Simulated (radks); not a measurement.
Values are calculated unless marked as measured or tabulated.
Isoelectronic series with 24 electrons, all held in the configuration [Ar] 3d5 4s1, which need not be the ground one along the series. Level of theory: Dirac Kohn-Sham, PBE, spin-unpolarised, spherical densities, finite nucleus; open shells fill j = l - 1/2 first; Fermi nuclear charge, rms radius of each element as measured or else 0.836 A^(1/3) + 0.57 fm (a radial shooting solver on a logarithmic mesh with Libxc functionals). Total energies (hartree) and orbital eigenvalues (hartree):

Cr: E (hartree) -1050.54610; 3d5/2 -0.10495; 3d3/2 -0.10778; 4s1/2 -0.14708; 3p3/2 -1.65587
Mn+: E (hartree) -1158.01182; 3d5/2 -0.54485; 3d3/2 -0.54926; 4s1/2 -0.43626; 3p3/2 -2.29157
Fe2+: E (hartree) -1271.29496; 3d5/2 -1.16621; 3d3/2 -1.17260; 4s1/2 -0.82168; 3p3/2 -3.11627
Co3+: E (hartree) -1390.36646; 3d5/2 -1.93671; 3d3/2 -1.94555; 4s1/2 -1.28907; 3p3/2 -4.09176
Ni4+: E (hartree) -1515.21972; 3d5/2 -2.84174; 3d3/2 -2.85355; 4s1/2 -1.83202; 3p3/2 -5.20190
Cu5+: E (hartree) -1645.85777; 3d5/2 -3.87370; 3d3/2 -3.88909; 4s1/2 -2.44715; 3p3/2 -6.43879
Zn6+: E (hartree) -1782.29060; 3d5/2 -5.02815; 3d3/2 -5.04779; 4s1/2 -3.13247; 3p3/2 -7.79801
Ga7+: E (hartree) -1924.53113; 3d5/2 -6.30227; 3d3/2 -6.32691; 4s1/2 -3.88672; 3p3/2 -9.27687
Ge8+: E (hartree) -2072.59531; 3d5/2 -7.69413; 3d3/2 -7.72461; 4s1/2 -4.70911; 3p3/2 -10.87364
As9+: E (hartree) -2226.50161; 3d5/2 -9.20237; 3d3/2 -9.23960; 4s1/2 -5.59909; 3p3/2 -12.58713
Se10+: E (hartree) -2386.26948; 3d5/2 -10.82596; 3d3/2 -10.87097; 4s1/2 -6.55632; 3p3/2 -14.41652
Br11+: E (hartree) -2551.92071; 3d5/2 -12.56412; 3d3/2 -12.61801; 4s1/2 -7.58058; 3p3/2 -16.36121
Kr12+: E (hartree) -2723.47805; 3d5/2 -14.41626; 3d3/2 -14.48022; 4s1/2 -8.67177; 3p3/2 -18.42078
Rb13+: E (hartree) -2900.96596; 3d5/2 -16.38188; 3d3/2 -16.45723; 4s1/2 -9.82982; 3p3/2 -20.59491
Sr14+: E (hartree) -3084.40992; 3d5/2 -18.46060; 3d3/2 -18.54874; 4s1/2 -11.05477; 3p3/2 -22.88340
Zr16+: E (hartree) -3469.27502; 3d5/2 -22.95609; 3d3/2 -23.07449; 4s1/2 -13.70564; 3p3/2 -27.80290
Nb17+: E (hartree) -3670.75316; 3d5/2 -25.37238; 3d3/2 -25.50848; 4s1/2 -15.13182; 3p3/2 -30.43377
Mo18+: E (hartree) -3878.30177; 3d5/2 -27.90078; 3d3/2 -28.05645; 4s1/2 -16.62537; 3p3/2 -33.17869
Tc19+: E (hartree) -4091.95568; 3d5/2 -30.54113; 3d3/2 -30.71837; 4s1/2 -18.18651; 3p3/2 -36.03767
Ru20+: E (hartree) -4311.74430; 3d5/2 -33.29330; 3d3/2 -33.49425; 4s1/2 -19.81545; 3p3/2 -39.01077

3d5/2 drops below 4s1/2 between Cr and Mn+. 3d3/2 drops below 4s1/2 between Cr and Mn+.
